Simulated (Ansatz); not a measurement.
Frontier orbitals of `BN[SiH2]F`.

Z-matrix (Å, degrees):
```
Si
N 1 1.727
F 1 1.598 2 110.7
H 1 1.480 2 109.5 3 -116.8
H 1 1.475 2 108.4 3 118.5
B 2 1.404 1 125.5 3 -100.6
H 2 1.011 1 117.4 3 78.3
H 6 1.197 2 118.6 1 -0.9
H 6 1.196 2 119.8 1 179.4
```

Total charge 0; spin multiplicity 1. The geometry is a stationary point of PBE0-D4/def2-TZVP. It is one conformer, not always the lowest. Basis def2-TZVPP, Ansatz.

Orbital energies of one run (eV). Highest occupied ones, from the top: -7.67, -7.89, -8.31, -9.16, -10.01, -10.59, -10.85, -11.69, -13.28, -13.96, -21.84, -29.62, -95.11, -95.15. Empty: -1.38, -0.16, -0.07, 1.02, 1.37, 1.73.

Which functional gave them?
A. B3LYP
B. LC-ωPBE
C. BHLYP
D. revPBE

D. HOMO energies: revPBE -7.67, LC-ωPBE -11.98, BHLYP -10.46, B3LYP -8.93 eV.

B3LYP here is the variant with VWN-RPA as its local correlation; programs differ in this. LC-ωPBE has ω = 0.4 bohr⁻¹.
